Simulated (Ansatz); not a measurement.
GaSi₄. Total charge 0; quartet. Geometry B3LYP-D4/def2-SVP; atoms count from 1.

Cartesian coordinates in Å:
```
Ga 2.019 -0.075 0.288
Si -0.904 -1.207 0.493
Si -0.058 0.763 1.603
Si -0.418 -0.761 -1.701
Si -0.639 1.281 -0.683
```

At PBE0-D4/def2-TZVP a doublet of charge 0 lies 0.75 eV below the quartet, each at its own geometry. The structure comes from a short search, and lower isomers may exist.

**Question.** Estimate the Mulliken populations from the PBE0/def2-TZVP orbitals of Ansatz.

**Answer.** 
```json
{"atom": "Ga1", "charge (e)": "0.22", "spin (α − β)": "0.57"}
{"atom": "Si2", "charge (e)": "-0.03", "spin (α − β)": "0.45"}
{"atom": "Si3", "charge (e)": "-0.08", "spin (α − β)": "0.93"}
{"atom": "Si4", "charge (e)": "-0.07", "spin (α − β)": "0.61"}
{"atom": "Si5", "charge (e)": "-0.03", "spin (α − β)": "0.45"}
```
Mulliken values and Mayer orders depend strongly on the basis.

**Question.** Where does the spin sit?

**Answer.** Summed by element: Ga 0.57, Si 2.43, of 3 unpaired in all. Largest on single atoms: Si3 0.93, Si4 0.61, Ga1 0.57.

**Question.** And the Mayer bond orders between bonded heavy atoms (over 0.3)?

**Answer.** Ga1–Si3 0.69 (2.60 Å); Si2–Si3 0.89 (2.41 Å); Si2–Si4 1.18 (2.29 Å); Si3–Si5 0.89 (2.41 Å); Si4–Si5 1.18 (2.29 Å). Values over 0.3 also appear between atoms too far apart for a bond (Ga1–Si2 0.31 at 3.14 Å; Ga1–Si4 0.32 at 3.22 Å; Ga1–Si5 0.31 at 3.14 Å; Si2–Si5 0.68 at 2.76 Å; Si3–Si4 0.35 at 3.66 Å); they arise where an orbital or an unpaired electron spreads over both atoms.
